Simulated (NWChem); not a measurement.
System: PbH2O2, singlet; SMILES [Pb]([OH])[OH]

NWChem input:

```
start job
memory heap 200 mb stack 900 mb global 1100 mb
geometry units angstroms noautoz
  Pb     0.295738     0.026030     0.000000
  O     -1.172930     1.517944     0.000000
  H     -2.041265     1.090156     0.000000
  O     -1.217241    -1.449528     0.000000
  H     -0.896383    -2.359046     0.000000
end
basis spherical
  * library def2-svp
end
ecp
  Pb library def2-ecp
end
dft
  xc becke88 lyp
  iterations 150
  mulliken
end
task dft energy
```

Low-valent species are run as closed-shell singlets; no triplet was tried in these runs. Geometry: optimised at PBE0/def2-SVP. def2 effective core potentials on Pb; no spin-orbit coupling.

### Question
Predict the main results of this run. (BLYP/def2-SVP with def2 effective core potentials on Pb.) Quantities: energy (Ha); highest occupied level (eV); orbital gap (eV); dipole (D).

### Answer
```yaml
energy (Ha): -344.39
highest occupied level (eV): -5.80
orbital gap (eV): 3.41
dipole (D): 2.92
```
